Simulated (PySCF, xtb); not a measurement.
H5Sb, SMILES [SbH5].

Harmonic wavenumbers (cm⁻¹) from GFN2-xTB (xtb) at its own minimum, in rising order: 294, 294, 779, 805, 805, 1062, 1062, 1336, 1411, 1690, 1805, 1805.

What does PySCF 2.14.0 with r2SCAN-D4/def2-TZVP give at its own minimum? (Estimate from the structure and the level; the computed values follow.)

429, 430, 838, 838, 898, 1072, 1073, 1621, 1662, 1900, 1900, 1926. Paired by order, the mean absolute difference is 120 cm⁻¹ and the zero-point energies are 18.8 and 20.9 kcal/mol.
